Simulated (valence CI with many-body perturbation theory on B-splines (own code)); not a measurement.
# Ho XIX: magnetic and hyperfine properties of the levels

Computed by valence CI with perturbative core correlation (CI+MBPT): three valence electrons over a frozen Dirac-Fock core [Kr] 4d10, radial functions for each j: 7 s, 7 p, 7 d, 7 f, 4 g, 2 h, with the one-electron correlation potential Σ1, the two-electron term Σ2, the three-electron term Σ3, Breit, model QED; selected CI, second order for the rest, scaled by the run's own slope (own B-spline code, finite nucleus).

No measured spectrum was set against this ion. As an estimate, terms of the open shell hold to a few per cent of their energy, and close levels can change places. Excitations out of the core, of the other parity, are not computed and may begin above about 129 eV (a cautious bound); beyond it only levels of the ground parity were kept, without lifetimes.

A/g_I is the dipole constant over the nuclear g factor μ/I (μ in nuclear magnetons, uniformly magnetised nucleus), B/Q the quadrupole constant per barn. Both hold the static response of the core; the bare values leave it out. Large factors of s and p1/2 electrons are usually good to 5 to 10 %; those of open d and f shells near neutrality can be off by tens of per cent, and small factors of p3/2, d and f electrons come from cancelling terms and can be off by a factor of two or in sign, in half-filled shells by more. B is blank for J = 1/2, where it vanishes, and for nearly pure S terms. Energies count from the lowest level.

Names give the largest LS component (configuration and term), which can be under half, so a name can repeat, a term be missing and a line seem to break the LS rules; names also repeat where a configuration has a term twice. Letters in brackets count levels of one name in rising energy.

```csv
Level,E (cm⁻¹),g,A/g_I (MHz),A/g_I bare,B/Q (MHz/b),B/Q bare
4f3 4I°_9/2,0.0,0.742,2370,2160,888,769
4f3 4I°_11/2,8084,0.967,1650,1690,976,824
4f3 4I°_13/2,15872,1.103,1230,1430,1140,948
4f3 4I°_15/2,23306,1.191,986,1280,1370,1130
4f3 4F°_3/2,25904,0.500,2910,2390,-584,-495
4f3 2H°_9/2 [a],28417,1.004,1660,1770,-985,-845
4f3 4F°_5/2,31009,1.033,1370,1470,-465,-402
4f3 4S°_3/2,33954,1.827,-816,226,-216,-197
4f3 4F°_7/2,34063,1.145,1130,1380,-1480,-1280
4f3 4G°_5/2,39489,0.586,2690,2280,-379,-310
4f3 4F°_9/2,39547,1.208,925,1240,-953,-823
4f3 2H°_11/2 [a],41444,1.104,1150,1340,-241,-232
4f3 4G°_7/2 [a],41652,1.000,1510,1580,443,389
4f3 2K°_13/2,45202,0.938,1690,1690,3360,2860
4f3 4G°_7/2 [b],47934,0.964,1490,1500,-1390,-1190
4f3 4G°_9/2,50084,1.149,1080,1330,324,272
4f3 2D°_3/2 [a],50110,1.095,1020,1160,-289,-238
4f3 2K°_15/2,52209,1.051,1360,1500,3860,3270
4f3 2P°_1/2,54870,0.545,4160,3980,,
4f3 4G°_11/2,56568,1.231,894,1250,45.7,19.7
4f3 2G°_9/2 [a],57075,1.132,1030,1230,-1220,-1030
4f3 2D°_5/2,58312,1.188,994,1290,-1520,-1290
4f3 4D°_5/2,64563,1.282,858,1290,954,813
4f3 4D°_3/2,64943,1.091,1380,1590,395,346
4f3 2I°_11/2,66394,0.972,1510,1540,2260,1910
4f3 2D°_3/2 [b],67834,1.082,1220,1370,-278,-227
4f3 4D°_1/2,69267,0.115,4810,4000,,
4f3 2L°_15/2,70524,0.961,1510,1520,5330,4540
4f3 2I°_13/2,72419,1.072,1330,1490,2180,1860
4f3 4D°_7/2,74386,1.416,185,713,2930,2470
4f3 2L°_17/2,74591,1.057,1330,1460,6030,5120
4f3 2H°_9/2 [b],76417,0.921,1610,1570,1280,1090
4f3 2D°_3/2 [c],81525,0.928,1540,1480,-98.8,-93.0
4f3 2F°_5/2 [a],82718,1.106,1370,1590,302,248
4f3 2H°_11/2 [b],83342,1.060,1240,1370,993,851
4f3 2F°_5/2 [b],94044,1.022,1400,1490,2260,1920
4f3 2F°_7/2 [a],96259,1.145,1090,1330,862,726
4f3 2G°_9/2 [b],109400,1.105,1240,1450,1980,1690
4f3 2G°_7/2,112460,0.897,1590,1500,2770,2350
4f3 2F°_7/2 [b],152980,1.136,1020,1230,4080,3480
```
